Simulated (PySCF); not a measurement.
An unknown is described by computed data only.

Formula: C3H9NO3Si.

| Quantity | Value |
| --- | --- |
| 1H NMR | chemical shifts (computed TMS as zero) by class: 8.05 (1 H), 4.88 (1 H), 4.58 (1 H), 3.79 (6 H) ppm [GIAO CAM-B3LYP/pcSseg-1] |
| Rotational structure | rotational constants A, B, C: 2.531, 1.258, 0.889 GHz [PBE0-D3(BJ)/def2-SVP] |
| NMR, other nuclei | isotropic shieldings of nuclei other than C and H, by class: 117 (1 N), -114 (1 O), 307 (2 O), 388 (1 Si) ppm [GIAO CAM-B3LYP/pcSseg-1] |
| Triplet | lowest triplet excitation (Tamm–Dancoff): 5.16 eV [TDA wB97X-D/def2-SVPD] |
| Polarisability | 79.0 au [wB97X-D/def2-SVPD] |
| 13C NMR | chemical shifts (computed TMS as zero) by class: 173.0 (1 C), 52.5 (2 C) ppm [GIAO CAM-B3LYP/pcSseg-1] |
| XPS | Si2p3/2 107.9, C1s 292.5 (×2), C1s 294.0, N1s 405.5, O1s 537.4, O1s 538.2 (×2), Si1s 1848.1 eV [ΔSCF SCAN, pcX-2 on the ionised atom, pcseg-1 elsewhere, spin-free X2C, 2p3/2 from a spin–orbit splitting computed afterwards within the 2p shell] |

The electronic properties come from PySCF, for the isolated species, density fitting. Levels stand in brackets. Geometry: PBE0-D3(BJ)/def2-SVP, one conformer, isolated molecule. NMR values are class means; diastereotopic atoms form classes of their own.

Task: What is the compound? Reason from the data.

Result: Numbering: `[CH3:1][O:2][SiH:3]([NH:4][CH:5]=[O:6])[O:7][CH3:8]`. Its formula, C3H9NO3Si, gives 1 degree of unsaturation: 0 rings and 1 π bond in the structure found. 3 carbons fall into 2 classes; from least to most shielded: amide carbonyl carbon [C5] (173.0 ppm), methoxy carbon [C1/C8] (52.5 ppm, 2 C, up to 2.4 ppm apart in this geometry). Hydrogen classes from least to most shielded: 1 H on an amide carbonyl carbon, C5 (8.05 ppm), 1 H on an oxygen-bound silicon, Si3 (4.88 ppm), 1 H on an amide nitrogen, N4 (4.58 ppm), 6 H on 2 methoxy carbons, C1/C8 (3.79 ppm, a mean of values up to 0.9 ppm apart in this geometry). The other shieldings belong to: 117 ppm, amide nitrogen [N4]; -114 ppm, amide oxygen [O6]; 307 ppm, silyl ether oxygen [O2/O7]; 388 ppm, oxygen-bound silicon [Si3]. The core levels belong to: Si2p3/2 107.9 eV, oxygen-bound silicon [Si3]; C1s 292.5 eV, methoxy carbon [C1/C8]; C1s 294.0 eV, amide carbonyl carbon [C5]; N1s 405.5 eV, amide nitrogen [N4]; O1s 537.4 eV, amide oxygen [O6]; O1s 538.2 eV, silyl ether oxygen [O2/O7]; Si1s 1848.1 eV, oxygen-bound silicon [Si3]. One atom of each topological class was ionised and stands for its class. The optimised geometry has point group C1 and is an asymmetric top. Structure: `CO[SiH](NC=O)OC`. The assignments are read from this structure; whether some other isomer fits the data as well wasn't checked.

The values belong to the conformer `[CH3:1][O:2][SiH:3]([NH:4][CH:5]=[O:6])[O:7][CH3:8]`: C1–O2–Si3–N4 -170°, O2–Si3–N4–C5 179°, Si3–N4–C5–O6 -2°, O2–Si3–O7–C8 161°.
